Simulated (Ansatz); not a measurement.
Species: C₂H₇Al (charge 0, singlet). 
Geometry from a B3LYP-D3(BJ)/def2-TZVP (Ansatz, a first-principles code) optimisation:
```
Al
H 1 1.5884
C 1 1.9583 2 119.26
H 3 1.0927 1 112.73 2 156.58
H 3 1.0929 4 108.32 1 125.04
H 3 1.0966 4 106.76 5 114.24
C 1 1.9583 2 119.93 3 -179.85
H 7 1.0919 1 113.15 2 18.26
H 7 1.0938 8 108.26 1 -124.59
H 7 1.0964 8 107.02 9 -114.15
```
Charge 0, spin multiplicity 1.

Total electronic energies in hartree. Cores are frozen in the correlated levels unless marked. No spin-orbit coupling. Non-relativistic unless marked X2C. CBS marks a two-point X^-3 extrapolation of the correlation energy; Hartree-Fock from the larger set.

```tsv
level	program	energy (Eh)
HF/aug-cc-pV(T+d)Z	Ansatz	-321.77110
HF/cc-pVTZ	Ansatz	-321.76795
HF/cc-pwCVTZ	Ansatz	-321.77110
SVWN5/def2-TZVPD	Ansatz	?
B3LYP-D4/def2-TZVPD	Ansatz + dftd4	-322.93276
PBE0/STO-3G	Ansatz	-318.79653
PBE0/def2-SVP	Ansatz	-322.49686
PBE0/def2-QZVPP	Ansatz	-322.68491
r2SCANh-D4/def2-TZVPD	Ansatz + dftd4	-322.80522
r2SCAN0/def2-TZVPD	Ansatz	-322.79829
HSE06-D4/def2-TZVPD	Ansatz + dftd4	-322.66247
HSE06/def2-TZVPD	Ansatz	-322.65856
LC-wPBE-D4/def2-TZVPD	Ansatz + dftd4	-322.76702
B2GP-PLYP-D3(BJ)/def2-TZVPD	Ansatz + dftd3	-322.63194
B2GP-PLYP/def2-TZVPD	Ansatz	-322.62788
MP2/cc-pVTZ	Ansatz	-322.21550
RI-MP2/aug-cc-pV(T+d)Z	Ansatz	-322.22581
RI-MP2/aug-cc-pV(Q+d)Z	Ansatz	-322.25666
CCSD/cc-pV(D+d)Z	Ansatz	-322.14693
CCSD/CBS(cc-pV(T+d)Z,cc-pV(Q+d)Z)	Ansatz	-322.3056
X2C-CCSD(T)/cc-pVTZ-DK	Ansatz	-322.73863
CCSD(T) with core electrons (1s frozen past Ne)/cc-pwCVTZ	Ansatz	-322.63227
CCSD(T)/CBS(aug-cc-pV(T+d)Z,aug-cc-pV(Q+d)Z)	Ansatz	-322.3249
```

Fill in the missing entries.


- SVWN5/def2-TZVPD, energy (Eh): -321.04920
